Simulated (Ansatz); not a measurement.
Isolated molecules relaxed with PBE0-D4/def2-TZVP in Ansatz; ΔE leaves out vibrations. CCSD(T)/CBS is the MP2 limit (def2-TZVPP, def2-QZVPP) plus CCSD(T) − MP2 in def2-TZVPP, frozen cores. Functionals use def2-TZVPP. Elements past krypton have def2 core potentials. For Zr outer-core shells are correlated without core-valence functions, which leaves a few kJ/mol of doubt a bond. Each species was taken in one conformer, which may not be the lowest.

Consider the substitution at a C–N bond: `C[NH][Zr]([NH]C)([NH]C)[N](C)C` + `N[SiH2]C=O` → `CN[SiH2]C=O` + `C[NH][Zr]([NH]C)([NH]C)[NH]C`.

| level | ΔE (kJ/mol) |
| --- | --- |
| ωB97X-V | 15.7 |
| r2SCAN | 18.6 |
| SCS-MP2/def2-TZVPP | 18.8 |
| MP2/CBS(def2) | 23.1 |

Task: What does CCSD(T)/CBS give? (An estimate is asked.)

Result: Computed: +19.2 kJ/mol. The listed levels differ from it by -3.5, -0.6, -0.4, 3.9 kJ/mol.

Largest T1 diagnostic among the species: 0.015.

In def2-TZVPP, CCSD(T) changes the Hartree–Fock value by +15.9 kJ/mol (the triples alone add +2.8 kJ/mol) and MP2 by +19.8 kJ/mol. The D4 term adds +6.5 kJ/mol with B3LYP and +3.8 kJ/mol with PBE0; it sums over pairs of atoms, weighted by their polarisabilities, and B3LYP, whose exchange is more repulsive, gets the larger term.

B3LYP here is the variant with VWN-RPA as its local correlation; programs differ in this.
